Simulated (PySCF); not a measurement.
# NMR data sheet: C5H9N3Si

| Quantity | Value |
| --- | --- |
| Formula | C5H9N3Si |
| SMILES | CN[SiH2]c1ccncn1 |
| Point group of the computed structure | C1 |
| Degrees of unsaturation | 4 |
| Carbon signals | 5 |
| Proton signals | 6 |

Atoms are numbered as in `[CH3:1][NH:2][SiH2:3][c:4]1[cH:5][cH:6][n:7][cH:8][n:9]1` (H(Xn): hydrogen on atom n).

[PySCF 2.14: shielding tensors at PBE0/pcSseg-1 (GIAO); structure optimised with GFN2-xTB; no solvent model; no relativistic terms; averaged over atoms made equivalent by symmetry, fast rotation or ring inversion; one conformer]

Scale: $^{1}$H (31.72 ppm), $^{13}$C (186.93 ppm), $^{29}$Si (349.16 ppm) vs TMS; NH3 for $^{15}$N (267.73 ppm) (reference shieldings calculated alike).

| carbon | δC, type | δH (multiplicity) | HMBC from (2–3 bonds) | span of the C tensor (ppm) |
| --- | --- | --- | --- | --- |
| C1 | 31.9, CH3 | 2.98 (s) | H(Si3) | 56 |
| C4 | 178.9, C | – | H(C8), H(C6), H(C5), H(Si3) | 260 |
| C5 | 131.9, CH | 7.30 (d) | H(C6), H(Si3) | 249 |
| C6 | 161.4, CH | 8.94 (d) | H(C8), H(C5) | 243 |
| C8 | 164.1, CH | 9.61 (s) | H(C6) | 202 |

Other nuclei:
```json
{"atoms": "H(Si3)", "nucleus": "$^{1}$H", "environment": "hydrogen on a silicon bonded to C, N", "δ (ppm)": "5.19", "σ (ppm)": "26.52"}
{"atoms": "H(N2)", "nucleus": "$^{1}$H", "environment": "hydrogen on a nitrogen bonded to C, Si", "δ (ppm)": "0.11", "σ (ppm)": "31.61"}
{"atoms": "Si3", "nucleus": "$^{29}$Si", "environment": "silicon bonded to C, N, 2 H", "δ (ppm)": "-46.0", "σ (ppm)": "395.2"}
{"atoms": "N9", "nucleus": "$^{15}$N", "environment": "pyridine-type ring nitrogen", "δ (ppm)": "352.5", "σ (ppm)": "-84.8"}
{"atoms": "N7", "nucleus": "$^{15}$N", "environment": "pyridine-type ring nitrogen", "δ (ppm)": "332.1", "σ (ppm)": "-64.4"}
{"atoms": "N2", "nucleus": "$^{15}$N", "environment": "nitrogen bonded to C, Si, H", "δ (ppm)": "9.7", "σ (ppm)": "258.1"}
```

1. Carbon types of the structure: 1 × C, 3 × CH, 1 × CH3, leaving 3 H on heteroatoms.
2. δC 164.1: aromatic CH between two ring heteroatoms.
3. δC 161.4: aromatic CH next to a ring nitrogen; the adjacent pyridine-type nitrogen withdraws density from it.
4. δC 131.9: aromatic CH; the aromatic region.
5. δH 9.61: hydrogen on an aromatic CH between two ring heteroatoms; the ring current deshields protons in the ring plane.
6. δH 8.94: hydrogen on an aromatic CH next to a ring nitrogen; ring current plus the neighbouring ring nitrogen.

OH and NH positions are those of a molecule without intermolecular hydrogen bonds; in solution they move with solvent, concentration and temperature, and exchange usually removes their couplings. Shifts are as computed. Against solution values, carbons near 30 ppm lie about +3 ppm off and those near 130 ppm about +5 ppm. Of 1309 compounds with measured shifts, 239 miss one by over three times the rms of a fit or turn the order of signals round; such compounds aren't used in these exercises. Experimental scales use liquid or dissolved standards, which lie at an offset from isolated NH3 (liquid NH3: subtract about 20 ppm). Unscaled 15N shifts of sp2 nitrogen come out 20 to 40 ppm too high even then. Multiplicities follow the n + 1 count of equivalent neighbours, as no J values were calculated; m marks all less simple cases, F and P coupling included.
